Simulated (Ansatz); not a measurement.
Start from `[CH3][Ga]([CH3])[SeH]` and change one atom or group to get `[CH3][Ga]([CH3])[O][SiH3]`.

Ansatz, PBE0-D4/def2-TZVP geometries, multiplicity 1. Each molecule was computed in one conformer, which needn't be the lowest.

Scalar relativity is left out up to krypton.

```tsv
property	`[CH3][Ga]([CH3])[SeH]`
size of the dipole moment (PBE/def2-TZVPP) / D	1.80
size of the dipole moment (B3LYP/def2-TZVPP) / D	1.86
LUMO energy (PBE0/def2-TZVPP) / eV	-0.71
LUMO energy (ωB97M-V/def2-TZVPP) / eV	0.96
HOMO energy (ωB97M-V/def2-TZVPP) / eV	-9.10
LUMO energy (B3LYP/def2-TZVPP) / eV	-0.96
```

**Question.** What does the change do to each property? (An estimate is asked.)

**Answer.** The calculation gave: 
| property | `[CH3][Ga]([CH3])[O][SiH3]` | shift |
| --- | --- | --- |
| size of the dipole moment (PBE/def2-TZVPP) / D | 2.33 | 0.53 |
| size of the dipole moment (B3LYP/def2-TZVPP) / D | 2.35 | 0.49 |
| LUMO energy (PBE0/def2-TZVPP) / eV | -0.55 | 0.16 |
| LUMO energy (ωB97M-V/def2-TZVPP) / eV | 1.09 | 0.13 |
| HOMO energy (ωB97M-V/def2-TZVPP) / eV | -9.98 | -0.88 |
| LUMO energy (B3LYP/def2-TZVPP) / eV | -0.85 | 0.11 |

With PBE0 the HOMO falls by 0.79 eV and the LUMO rises by 0.16 eV, so the gap widens by about 0.95 eV. PBE moves the HOMO by -0.58 eV and ωB97M-V by -0.88 eV. Dipoles are sizes alone; their direction can turn.

B3LYP here is the variant with VWN-RPA as its local correlation; programs differ in this.

Spin–orbit coupling is left out; it splits and shifts lone-pair levels of the heavy atoms by tenths of an eV.
